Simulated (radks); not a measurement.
Question: Excited configurations of C3+: one electron is placed in a higher orbital outside [He]. The ground configuration is [He] 2s1. All-electron calculation, non-relativistic Kohn-Sham, PBE, spin-unpolarised, spherical densities, point nucleus; without spin polarisation the odd electron is poorly described. Program: a radial shooting solver on a logarithmic mesh with Libxc functionals. Excitation = E - E(ground); binding = E(ion) - E, where the ion is the core of charge +4; n* = 4/sqrt(2 binding) in atomic units, and the quantum defect is n - n*.

| outer orbital | excitation (eV) | binding (eV) | n* | quantum defect | eigenvalue (eV) | <r> (bohr) |
|---|---|---|---|---|---|---|
| 2p | 7.999 | 55.855 | 1.974 | 0.026 | -47.170 | 1.208 |
| 3d | 39.975 | 23.878 | 3.019 | -0.019 | -20.394 | 2.642 |
| 4s | 48.714 | 15.140 | 3.792 | 0.208 | -13.556 | 5.432 |
| 4p | 49.502 | 14.352 | 3.895 | 0.105 | -12.773 | 5.488 |
| 4f | 50.338 | 13.516 | 4.013 | -0.013 | -11.556 | 4.522 |
| 5s | 54.250 | 9.604 | 4.761 | 0.239 | -8.647 | 8.599 |
| 5d | 54.899 | 8.955 | 4.931 | 0.069 | -7.977 | 8.470 |
| 5f | 55.011 | 8.843 | 4.962 | 0.038 | -7.780 | 7.818 |
| 7p | 59.132 | 4.722 | 6.790 | 0.210 | -4.279 | 17.37 |
| 7d | 59.218 | 4.636 | 6.852 | 0.148 | -4.188 | 17.20 |
| 7f | 59.253 | 4.601 | 6.878 | 0.122 | -4.136 | 16.58 |

Estimate the row for 7s.

Answer: excitation (eV) 58.994; binding (eV) 4.860; n* 6.693; quantum defect 0.307; eigenvalue (eV) -4.410; <r> (bohr) 17.12. The Delta-SCF ionisation energy is 63.854 eV (NIST Atomic Spectra Database: 64.494 eV, measured). Self-interaction in the functional shifts the binding energies and quantum defects, so they are the method's values and not measured ones. Spin polarisation and multiplet splitting are left out, so open shells lie too high by an amount that depends on their filling.
